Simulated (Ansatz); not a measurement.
`NB(S)O[SiH3]` + H₂ → `NBS` + `O[SiH3]`  (hydrogenolysis of a B–O bond)

Calculated with Ansatz (gas phase, PBE0-D4/def2-TZVP geometries, no zero-point term in ΔE). CCSD(T)/CBS is the MP2 limit (def2-TZVPP, def2-QZVPP) plus CCSD(T) − MP2 in def2-TZVPP, frozen cores. This one scheme is used for every species. Functionals use def2-TZVPP. B3LYP here is the variant with VWN-RPA as its local correlation; programs differ in this. HSE06 is defined as in plane-wave codes. One conformer a species, not always the lowest.

`NB(S)O[SiH3]`:

Z-matrix (Å, degrees):
```
Si
O 1 1.642
H 1 1.484 2 109.0
H 1 1.483 2 108.0 3 118.8
H 1 1.485 2 111.0 3 -120.8
B 2 1.366 1 138.1 3 108.5
S 6 1.840 2 118.6 1 3.3
N 6 1.401 2 118.8 1 -176.8
H 7 1.341 6 96.7 2 -179.0
H 8 1.005 6 120.7 2 0.2
H 8 1.002 6 124.5 2 -179.6
```

H₂:

Z-matrix (Å, degrees):
```
H
H 1 0.746
```

`NBS`:

Cartesian coordinates in Å:
```
N -0.017 0.006 -1.179
B 0.261 -0.040 0.184
S -1.080 0.161 1.392
H -0.935 0.147 -1.564
H 0.702 -0.102 -1.872
H 1.382 -0.213 0.556
H -0.313 0.041 2.483
```

`O[SiH3]`:

Cartesian coordinates in Å:
```
O -0.880 -0.830 -0.422
Si 0.193 0.207 0.276
H -0.850 -0.932 -1.373
H 1.601 -0.202 0.016
H -0.084 0.160 1.730
H 0.021 1.597 -0.227
```

```tsv
level	ΔE (kcal/mol)	difference from CCSD(T)/CBS
revPBE-D4	20.8	0.1
BLYP-D4	21.6	0.9
B97M-V	21.4	0.7
B3LYP-D4	21.5	0.8
r2SCANh-D4	21.4	0.7
ωB97X-V	20.3	-0.4
revPBE	16.1	-4.6
HSE06	18.1	-2.6
CAM-B3LYP	19.3	-1.4
LC-ωPBE	18.5	-2.2
RPA@PBE/def2-TZVPP	19.8	-0.9
HF/def2-SVP	20.6	-0.1
CCSD/def2-SVP	21.8	1.1
HF/def2-TZVPP	18.7	-2.0
CCSD(T)/def2-TZVPP	20.5	-0.2
HF/CBS(def2)	18.9	-1.8
CCSD(T)/CBS	20.7	0
```

Largest T1 diagnostic among the species: 0.012.

In def2-TZVPP, CCSD(T) changes the Hartree–Fock value by +1.8 kcal/mol (the triples alone add +0.7 kcal/mol) and MP2 by +2.8 kcal/mol. The D4 term adds +3.3 kcal/mol with B3LYP and +1.8 kcal/mol with PBE0; it sums over pairs of atoms, weighted by their polarisabilities, and B3LYP, whose exchange is more repulsive, gets the larger term.
